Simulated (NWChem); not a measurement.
# C4H7F; SMILES FC1CCC1

```xyz
12

F     -0.1482    -1.8181     0.0000
C      0.3931    -0.5472     0.0000
C     -0.0945     0.4328    -1.0831
C     -0.0357     1.5438     0.0000
C     -0.0945     0.4328     1.0831
H      1.5023    -0.6464     0.0000
H      0.5027     0.5435    -2.0097
H     -1.1422     0.1873    -1.3508
H      0.9397     2.0704     0.0000
H     -0.8408     2.3036     0.0000
H     -1.1422     0.1873     1.3508
H      0.5027     0.5435     2.0097
```
Atoms are numbered in this order, from 1.

Results from NWChem. Coordinates come from a PBE-D3(BJ)/def2-SVP optimisation. Level M06-L/def2-SVP: energy and gradient on several grids; changes count from the extra-fine grid, which is no exact limit either.

**Question.** Which is the coarsest grid (xcoarse; coarse; fine; xfine; medium) from which on the energy stays within 500 μHa and each gradient component within 500 μHa/bohr of xfine?

**Answer.** medium.
| grid | size of the energy change (μHa) | largest change of a gradient component (μHa/bohr) | time, medium = 1 (rough) |
|---|---|---|---|
| xcoarse | 60000 | 4000 | about 1 |
| coarse | 500 | 1000 | about 1 |
| medium | 20 | 300 | about 1 |
| fine | < 10 | 30 | about 1 |
| xfine | < 10 | < 30 | 3 |
